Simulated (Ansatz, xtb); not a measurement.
Molecule: MgBr$_{2}$ (charge -1, doublet). 
Structure (B3LYP-D3(BJ)/def2-TZVP (Ansatz, a program for electronic structure) minimum search):
```xyz
3

Mg     1.0747     0.1914     0.1247
Br    -0.3272     1.6416    -1.3588
Br    -0.0413    -1.7072     1.3160
```
Charge -1, spin multiplicity 2.

Harmonic wavenumbers from GFN2-xTB (xtb, at its own minimum), cm⁻¹: 30, 125, 186.

**Question.** Give the harmonic wavenumbers at B3LYP-D3(BJ)/def2-TZVP (Ansatz, finite differences of forces, unscaled).

**Answer.** 68, 239, 312 cm⁻¹. Zero-point energy 0.9 kcal/mol.

**Question.** From these and the geometry, give the ideal-gas thermochemistry at 298.15 K and 1 atm (rigid rotor, harmonic oscillator).

**Answer.** Point group C2v, rotational symmetry number 2. Rotational constants 14.46, 0.6856, 0.6546 GHz. S(trans) 41.54, S(rot) 26.92, S(vib) 7.38, S(elec, spin only) 1.38, S 77.2 cal/(mol K). H(298) - H(0) 3.44 kcal/mol; G - E(el) -18.7 kcal/mol.
